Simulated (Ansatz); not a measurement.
Stretching the Ge1–H3 bond in GeH5N (SMILES [NH2][GeH3]) (multiplicity 1 held, fragments rigid). Energies count from the point at 1.537 Å.
Geometry at that point (charge 0, multiplicity 1):
```xyz
7

Ge    -0.36017     0.04050     0.02988
N      1.47031    -0.14002    -0.20883
H     -1.03243    -0.90641    -0.97692
H     -0.70256     1.50788    -0.27309
H     -0.85896    -0.30670     1.45463
H      1.80696    -1.08530    -0.07686
H      2.02010     0.47463     0.37791
```

Restricted levels (R-, RO-) in cc, def2 and unpolarised 6-31G sets keep to the state of the molecule at rest. Unrestricted levels (U-) break spin symmetry where that is lower. Active spaces are followed from a long bond inwards. Levels need not reach the same state.

Cores are frozen in the correlated methods. Filled d and f shells under p-block atoms count as core.

Programs: Ansatz (a first-principles code). 

Energies in kcal/mol.

| R (Å) | U-MP2/cc-pVTZ | U-SCS-MP2/cc-pVTZ | R-CCSD/cc-pVTZ | FIC-MRCISD+Q on CASSCF(2,2)/cc-pVTZ |
|---|---|---|---|---|
| 1.230 | 31.0 | 31.2 | 31.5 | 31.4 |
| 1.383 | 6.0 | 6.1 | 6.3 | 6.3 |
| 1.537 | 0.0 | 0.0 | 0.0 | 0.0 |
| 1.691 | 4.0 | 3.9 | 3.6 | 3.5 |
| 1.844 | 13.0 | 12.8 | 12.1 | 11.9 |
| 2.075 | 30.2 | 29.9 | 28.2 | 27.7 |
| 2.305 | 53.0 | 53.6 | 44.6 | 43.6 |
| 2.690 | 75.4 | 77.7 | 67.3 | 64.9 |
| 3.074 | 82.8 | 85.5 | 82.6 | 78.3 |
| 3.535 | 85.6 | 88.4 | 92.7 | 85.8 |
| 4.150 | 86.5 | 89.4 | 97.9 | 88.8 |
| 4.918 | 86.7 | 89.6 | 99.8 | 89.5 |

Doubts at one or more of the structures used: a spin-contaminated determinant (U-MP2/cc-pVTZ, U-SCS-MP2/cc-pVTZ); a restricted determinant that unrestricted orbitals would lower (R-CCSD/cc-pVTZ); other coupled-cluster roots lie near (R-CCSD/cc-pVTZ); T1 above 0.05 (R-CCSD/cc-pVTZ).
